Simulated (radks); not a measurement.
Charge is removed step by step from the 4s1/2 level of Ca, starting from [Ar] 4s2. Calculated with a radial shooting solver on a logarithmic mesh with Libxc functionals: Dirac Kohn-Sham, BLYP, spin-unpolarised, spherical densities, finite nucleus; Fermi nuclear charge, rms radius 3.4776 fm.

\begin{tabular}{lrrr}
removed (e) & E - E(0) (eV) & eigenvalue (eV) & E minus straight line (eV) \\ \hline
0 & 0.000 & -3.614 & 0.000 \\
0.1 & 0.386 & -4.111 & -0.237 \\
0.2 & 0.823 & -4.618 & -0.423 \\
0.3 & 1.310 & -5.135 & -0.559 \\
0.4 & 1.850 & -5.660 & -0.642 \\
0.5 & 2.442 & -6.195 & -0.672 \\
0.6 & 3.089 & -6.738 & -0.649 \\
0.7 & 3.790 & -7.288 & -0.570 \\
0.8 & 4.547 & -7.847 & -0.437 \\
0.9 & 5.360 & -8.412 & -0.247 \\
1 & 6.230 & -8.984 & 0.000 \\
\end{tabular}

Removing the whole electron costs 6.230 eV by Delta-SCF, against 3.614 eV from minus the eigenvalue at the starting occupation. Slater's transition state (half an electron removed) gives 6.195 eV. Integrating minus the eigenvalue over the occupation (Janak's theorem) gives 6.230 eV. The mean slope of the eigenvalue, de/dn, is 5.37 eV per electron. Ionisation energy of Ca in the NIST Atomic Spectra Database: 6.113 eV (measured).

Beside tabulated values, note that spin-unpolarised runs miss the spin-polarisation part of the exchange energy of open shells.
